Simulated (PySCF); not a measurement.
## GeB⁻: a base run and its variants

Base input, run as `OMP_NUM_THREADS=1 python input.py` with PySCF 2.14:

```python
from pyscf import gto, scf, cc

mol = gto.M(
    atom='Ge 0 0 0; B 0 0 2.386',
    basis='jorge-dzp',
    charge=-1,
    spin=2,
    verbose=3,
)
mf = scf.UHF(mol)
mf.kernel()
mycc = cc.CCSD(mf, frozen=10)
mycc.kernel()
mycc.ccsd_t()
mf.dip_moment()
print('orbital energies (hartree):', [e[max(0, n-3):n+3].round(4) for e, n in zip(mf.mo_energy, mol.nelec)])
```

Base result: E(SCF) = -2099.808455 Eh, E(CCSD) − E(SCF) = -0.40773 Eh, (T) = -0.01546 Eh, ⟨S²⟩ = 2.028. At this level a UHF run with spin=4 ends 0.56 eV lower; the true order of the states can differ. The basis has no diffuse functions, which an anion needs. The bond length is a typed value, not an optimised one. The dipole of an ion depends on the origin. No search for the lowest solution was made.

Run time: 17 s on 1 thread of Arm Neoverse V2 (shared host), peak memory 0.33 GiB.

Each row names what differs from the base; energies in brackets are changes from the base.

| change | result | wall time (s) |
| --- | --- | --- |
| spin (2S): 2 → 4 [a high spin state] | E(SCF) = -2099.828994 Eh (-0.5589 eV), E(CCSD) − E(SCF) = -0.36646 Eh, (T) = -0.00811 Eh, ⟨S²⟩ = 6.017 | 14 |
| geometry: bond 2.386 → bond 2.458 | E(SCF) = -2099.800332 Eh (+0.2210 eV), E(CCSD) − E(SCF) = -0.40813 Eh, (T) = -0.01587 Eh, ⟨S²⟩ = 2.029 | 18 |
| density fitting: none → def2-universal-jkfit | E(SCF) = -2099.808367 Eh (+0.0024 eV), E(CCSD) − E(SCF) = -0.40777 Eh, (T) = -0.01546 Eh, ⟨S²⟩ = 2.028 | 25 |
| geometry: bond 2.386 → bond 2.982 [spin-contaminated] | E(SCF) = -2099.799571 Eh (+0.2418 eV), E(CCSD) − E(SCF) = -0.37446 Eh, (T) = -0.01048 Eh, ⟨S²⟩ = 2.532 | 16 |
| geometry: bond 2.386 → bond 1.909 | not converged: SCF | 15 |
| length unit: angstrom → bohr [unsound on purpose] | E(SCF) = -2099.416022 Eh (+10.6786 eV), E(CCSD) − E(SCF) = -0.40513 Eh, (T) = -0.01007 Eh, ⟨S²⟩ = 2.015 | 13 |
| geometry: bond 2.386 → bond 2.219 | E(SCF) = -2099.827234 Eh (-0.5110 eV), E(CCSD) − E(SCF) = -0.40698 Eh, (T) = -0.01461 Eh, ⟨S²⟩ = 2.020 | 15 |
| step after the SCF: ccsd(t) → gradient | E(SCF) = -2099.808455 Eh (+0.0000 eV), ⟨S²⟩ = 2.028, gradient on the second atom 0.0600 Eh/bohr | 2.2 |
| frozen orbitals: 10 → 19 [unsound on purpose] | stops with ValueError (cannot reshape array of size 38 into shape (40,40)) after the SCF | 1.6 |
| spin (2S): 2 → 3 [unsound on purpose] | stops with RuntimeError (Electron number 38 and spin 3 are not consistent) | 0.63 |
| cycle limit: 50 → 8 | not converged: SCF | 16 |

Task: Order these changes by how far they move the SCF energy from the base, largest first: (1) density fitting: none → def2-universal-jkfit; (2) geometry: bond 2.386 → bond 2.219; (3) geometry: bond 2.386 → bond 2.458; (4) geometry: bond 2.386 → bond 2.982.

Result: (2) -0.5110 eV, (4) +0.2418 eV, (3) +0.2210 eV, (1) +0.0024 eV.
